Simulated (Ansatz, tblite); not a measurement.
Isomers of B8H13⁻ (singlet), found by a short tight-binding search and relaxed with r2SCAN-D4/def2-SVPD in Ansatz.

The xTB rows come from tblite. LC-ωPBE has ω = 0.4 bohr⁻¹. Correlated methods freeze 8 core orbitals.

Other spin states weren't relaxed.

A:

```xyz
21

B    -0.087   -1.206    0.551
B     0.353    1.555    0.164
B    -1.577   -0.290    0.011
B    -0.478    0.395    1.270
B     1.158   -0.016    0.650
B    -0.874    1.035   -1.433
B    -1.328    1.379    0.128
B     1.550   -1.595   -0.313
H     2.203   -2.338    0.396
H    -1.512    1.765   -2.167
H    -0.803   -1.136   -0.598
H     0.907    2.599    0.406
H     1.215    0.792   -0.437
H    -0.683    0.511    2.452
H    -0.318   -2.198    1.187
H    -2.149    2.216    0.389
H     0.856   -2.201   -1.122
H     2.103    0.114    1.380
H    -0.124    0.298   -2.026
H    -2.660   -0.810    0.123
H     2.250   -0.870   -1.011
```

B:

Cartesian coordinates in Å:
```
B 1.2695 0.2932 -0.0272
B 1.7681 -0.7891 -1.3511
B 1.3386 0.7762 -1.7578
B 0.0186 1.2767 -0.7571
B -0.4488 -0.0140 0.2884
B -0.9924 -0.3137 1.9679
B 0.6303 -1.3498 -0.1247
B -2.0638 0.5217 0.8006
H -2.2369 0.0894 2.0713
H 2.8046 -1.3977 -1.4547
H 2.0410 0.6473 0.8249
H 1.9394 1.6247 -2.3718
H -2.9149 -0.0973 0.1922
H 0.7580 -2.3703 0.4933
H -0.3389 2.4205 -0.6830
H -0.3727 0.3612 2.7619
H 0.7538 -1.5828 -1.5118
H -2.2246 1.7148 0.9030
H 0.0184 0.7966 -2.0160
H -0.6610 -1.1063 -0.4403
H -1.0863 -1.5013 2.1919
```

C:

```
atom    x (Å)    y (Å)    z (Å)
  B1   1.6031   1.2553  -0.9999
  B2  -0.6001  -1.3849   1.6149
  B3  -1.4820  -1.7294   0.1125
  B4  -0.6845  -0.1270   0.4225
  B5   1.0523  -0.1588  -0.2238
  B6  -0.0461   0.6465  -1.2872
  B7   0.4171   2.3432  -1.3279
  B8   0.7573  -0.3046   1.4309
  H9   0.3036   3.3412  -1.9872
 H10  -1.1823  -1.4764   2.6691
 H11   2.6920   1.4132  -1.4946
 H12  -2.6429  -1.9699   0.3854
 H13   1.2402  -1.2278  -0.7801
 H14   1.1099   0.3105   2.4088
 H15  -1.3641   0.8097   0.7801
 H16  -0.5637   0.2400  -2.2974
 H17   1.1960   2.4121  -0.2695
 H18  -0.7921  -2.5491   0.9359
 H19  -1.0724  -2.1335  -0.9504
 H20   0.7499  -1.6085   1.7489
 H21  -0.6913   1.8982  -0.8912
```

D:

```xyz
21

B    -1.313    0.557    0.378
B    -1.330   -1.272    0.358
B     1.199    0.002   -0.941
B     1.471    1.388    0.064
B    -0.034    1.223   -0.674
B     0.016    1.565    1.058
B     0.388   -1.782   -0.096
B    -0.515   -0.480   -0.936
H     1.281   -1.700    0.721
H    -0.253    2.661    1.503
H    -2.338   -1.877    0.103
H     2.404    2.141   -0.055
H    -2.443    0.966    0.248
H    -0.961   -0.757   -2.022
H    -0.426    2.058   -1.449
H     1.926   -0.300   -1.852
H    -1.419   -0.449    1.351
H     1.953    0.154    0.161
H     0.420   -2.806   -0.743
H    -0.511   -2.023    0.997
H     0.486    0.732    1.825
```

E:

```xyz
21

B     1.6043    0.0696    0.2257
B    -1.0568   -1.2006   -0.8430
B     0.1426    1.0655    0.7588
B     0.4318   -1.5436    0.2362
B     0.5768   -0.4089    1.4874
B    -0.9647   -0.4563    0.7714
B     0.8162    1.3648   -0.8634
B    -1.3913    1.0058   -0.2162
H    -0.9634   -0.7137   -1.9461
H     0.6398   -2.6758    0.6063
H    -2.1885    1.5818    0.5177
H     2.7454    0.2250    0.5943
H     0.3729    1.1109   -1.9597
H     0.9478   -0.6715    2.5963
H    -1.8201   -0.7250    1.5823
H     0.1388    1.9724    1.5583
H     1.5189    2.3578   -0.8537
H     0.3139   -1.5630   -1.0300
H    -1.7817   -2.1772   -0.8162
H    -1.6690    1.2095   -1.3650
H     1.5865    0.1725   -1.0414
```

Q: Estimate which lies lowest at each level, and how far above it the others are (kcal/mol).

A: 
```
                  level     A     B     C     D     E
               GFN1-xTB   0.0   0.8  27.8   4.1  13.7
               GFN2-xTB   0.0  11.9  43.4  11.2  18.1
              HF/STO-3G   5.4   0.0  49.2   2.5  30.3
           HF/def2-SVPD  12.7   0.0  35.7   6.8  40.7
      PBE-D4/def2-TZVPD  11.3   4.9  35.8   0.0  31.3
   r2SCAN-D4/def2-TZVPD  11.3   3.4  35.5   0.0  32.4
     PBE0-D4/def2-TZVPD  11.3   3.9  37.2   0.0  33.3
CAM-B3LYP-D4/def2-TZVPD   9.5   0.2  33.7   0.0  33.4
     LC-ωPBE/def2-TZVPD  10.8   2.7  38.2   0.0  35.7
     ωB97X-V/def2-TZVPD   9.7   1.5  35.7   0.0  33.4
      RPA@PBE/def2-SVPD   9.2   0.9  34.3   0.0  32.3
          MP2/def2-SVPD  11.7   3.4  39.9   0.0  33.9
```
Point groups (tolerance 0.1 Å): A Cs, B not assigned, C not assigned, D not assigned, E Cs. Lower isomers may exist.
